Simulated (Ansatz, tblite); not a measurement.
Cost and result up the ladder for PSbSbSb tetrahedron (Sb3P) (4 atoms). The state is a singlet with charge 0. Geometry: r2SCAN-D4/def2-SVP.

```xyz
4

P    -0.6858    0.0762   -1.3209
Sb   -1.0153    0.7667    1.1320
Sb    1.4893    0.8091   -0.1661
Sb    0.2119   -1.6520    0.3551
```

Ansatz on 2 threads of Arm Neoverse V1 on a shared host; xTB runs through tblite on one thread. Times are rough, summed over both states, and most runs start from the orbitals of an earlier one. PBE0-D4/def2-TZVP serves as the yardstick here, not as an exact answer. The other state is a triplet.

In the def2 sets Sb takes a core potential; there is no spin–orbit coupling. The xTB rows come from tblite.

xTB has no spin-polarisation term.

```csv
level,functions,wall time,vertical triplet (eV),difference from PBE0-D4/def2-TZVP (eV)
GFN1-xTB,36,0.011 s,2.63,-0.30
GFN2-xTB,36,0.012 s,2.11,-0.82
PBE-D4/def2-TZVP,187,23 s,2.98,0.05
PBE0-D4/def2-TZVP (with forces),187,41 s,2.93,0.00
r2SCAN-D4/def2-TZVP,187,55 s,2.93,0.00
```
